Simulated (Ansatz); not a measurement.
Geometry optimisation, Ansatz, RKS B3LYP/def2-SVP.

Input file:

```yaml
crystal:
  periodic: [false, false, false]
  atoms:
    - { symbol: F, position_ang: [1.77955, 0.54811, 0.35005] }
    - { symbol: C, position_ang: [0.64599, 0.61533, -0.24723] }
    - { symbol: Al, position_ang: [-1.03879, -0.27022, 0.52672] }
    - { symbol: Br, position_ang: [-0.03724, -1.81288, -0.83445] }
    - { symbol: H, position_ang: [0.80834, 0.93232, -1.29801] }
    - { symbol: H, position_ang: [-2.15784, -0.01266, 1.50292] }
total_charge: 1
basis:
  gaussian: { orbitals: def2-SVP }
hamiltonian:
  xc: b3lyp
relax:
  f_tol: 0.015
  max_steps: 40
```

Command:

```bash
$ ansatz run input.yaml --threads 1 --pin off --max-ram 2048MiB --backend cpu --events-out ev --progress --plain --runs-dir out
```

Task: Where does it end, and by what steps?

Result: The forces met the threshold. Limits of this set-up: the dipole of an ion depends on the origin. After 8 steps the energy has fallen by 0.052 eV; Br4 moved furthest, 0.08 Å.

```json
{"step": "0", "energy less start (eV)": "0.0000", "largest force component (eV/Å)": "1.123", "accepted": "yes"}
{"step": "1", "energy less start (eV)": "0.2336", "largest force component (eV/Å)": "2.441", "accepted": "no"}
{"step": "2", "energy less start (eV)": "-0.0112", "largest force component (eV/Å)": "0.774", "accepted": "yes"}
{"step": "3", "energy less start (eV)": "-0.0097", "largest force component (eV/Å)": "0.854", "accepted": "no"}
{"step": "4", "energy less start (eV)": "-0.0512", "largest force component (eV/Å)": "0.076", "accepted": "yes"}
{"step": "5", "energy less start (eV)": "-0.0517", "largest force component (eV/Å)": "0.072", "accepted": "yes"}
{"step": "6", "energy less start (eV)": "-0.0519", "largest force component (eV/Å)": "0.056", "accepted": "yes"}
{"step": "7", "energy less start (eV)": "-0.0521", "largest force component (eV/Å)": "0.025", "accepted": "yes"}
{"step": "8", "energy less start (eV)": "-0.0522", "largest force component (eV/Å)": "0.012", "accepted": "yes"}
```

```xyz
6
Properties=species:S:1:pos:R:3
F 1.790 0.596 0.369
C 0.666 0.600 -0.240
Al -0.978 -0.279 0.520
Br -0.096 -1.865 -0.844
H 0.782 0.952 -1.284
H -2.164 -0.004 1.479
```

Whether the end is a true minimum wasn't checked by a vibrational analysis.

Time of the run: 39 s on 1 thread of Arm Neoverse V1, with other jobs on the host, peak memory 0.18 GiB.
